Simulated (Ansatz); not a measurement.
C$_{2}$H$_{10}$AlNSi, SMILES `C[NH][Al]([CH3])[SiH3]`. The species carries charge 0 and has multiplicity 1.

Cartesian coordinates in Å:
```
C 1.211 -2.058 0.275
N -0.010 -1.444 -0.202
Al -0.500 0.260 -0.194
C -2.245 0.736 -0.931
Si 1.071 1.894 0.751
H 1.876 -1.293 0.683
H 1.027 -2.787 1.073
H 1.759 -2.571 -0.524
H -0.644 -2.130 -0.587
H -2.143 1.443 -1.760
H -2.870 1.228 -0.178
H -2.794 -0.134 -1.302
H 1.449 2.933 -0.253
H 0.467 2.629 1.903
H 2.344 1.293 1.246
```

Problem. Give the diagnostics of a CCSD(T)/def2-TZVPP run (frozen core, Ansatz 0.2.0). (Estimate.)

Solution. The calculation gave: T1 = 0.0123, largest single amplitude 0.034, largest double 0.025, (T) share of the correlation energy 3.6 %, 10 CCSD cycles. The RHF solution is stable towards an unrestricted one. T1 lies under the customary mark of 0.02 for closed shells.
